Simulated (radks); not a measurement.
These are the eigenvalues of the occupied orbitals of an atom or ion with whole-number occupations (hartree). All-electron calculation, Dirac Kohn-Sham, BLYP, spin-unpolarised, spherical densities, finite nucleus; Fermi nuclear charge, rms radius of each element as measured or else 0.836 A^(1/3) + 0.57 fm. Program: a radial shooting solver on a logarithmic mesh with Libxc functionals.

| orbital | eigenvalue |
|---|---|
| 1s1/2 | -2567.565 |
| 2s1/2 | -457.6077 |
| 2p1/2 | -438.5049 |
| 2p3/2 | -388.7706 |
| 3s1/2 | -119.0295 |
| 3p1/2 | -110.5010 |
| 3p3/2 | -99.73081 |
| 3d3/2 | -85.33151 |
| 3d5/2 | -82.98901 |
| 4s1/2 | -37.94114 |
| 4p1/2 | -34.37156 |
| 4p3/2 | -31.74019 |
| 4d3/2 | -25.83662 |
| 4d5/2 | -25.32950 |
| 4f5/2 | -17.84057 |
| 4f7/2 | -17.72967 |

Which element is it, and in what charge state? The configuration may be excited. Open shells, if any, fill j = l - 1/2 first.

Answer. Z = 74, tungsten, charge +19: W19+ in [Kr] 4d10 4f9. The list shows which subshells hold electrons but not how many an open one holds; the 1s level, -2567.6 hartree, gives Z - s = 71.7 by -(Z - s)^2/2, which with screening and relativity narrows Z to a few neighbours, and the depths of the outer levels then fix element, charge and occupations together.
